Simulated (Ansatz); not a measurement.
Compare A (`CN(C)[SiH]`) with its isomer B (`C[SiH]1CN1`).

Computed with Ansatz on PBE0-D4/def2-TZVP structures; ΔE is electronic, products minus reactants. CCSD(T)/CBS is the MP2 limit (def2-TZVPP, def2-QZVPP) plus CCSD(T) − MP2 in def2-TZVPP, frozen cores. DFT in def2-TZVPP. B3LYP here is the variant with VWN-RPA as its local correlation; programs differ in this.

(1) Which is lower in electronic energy at CCSD(T)/CBS, and by how much? (Best estimate.)

(2) Give E(B) − E(A) in kJ/mol with LDA (SPW92), PBE0-D4, ωB97M-V, r2SCAN-D4, HF/def2-TZVPP, B3LYP-D4, MP2/def2-TZVPP. (Estimate.)

(3) Does the order hold for the free energy at 298.15 K (harmonic terms from PBE0-D4)? (Estimate.)

Largest T1 diagnostic: 0.015.

Results:

(1) Ansatz gave: B, by 29.2 kJ/mol.

(2) Computed: LDA (SPW92) -29.2, PBE0-D4 -36.1, ωB97M-V -29.3, r2SCAN-D4 -45.9, HF/def2-TZVPP -20.1, B3LYP-D4 -18.2, MP2/def2-TZVPP -36.3. None reverses the order clearly.

(3) The calculation gave: Yes: G(B) − G(A) = -36.7 kJ/mol.

The D4 term adds +4.3 kJ/mol with B3LYP and +2.2 kJ/mol with PBE0; it sums over pairs of atoms, weighted by their polarisabilities, and B3LYP, whose exchange is more repulsive, gets the larger term. From PBE to PBE0 (25 % exact exchange), in def2-TZVPP and without D4, E(B) − E(A) moves by −5.7 kJ/mol.
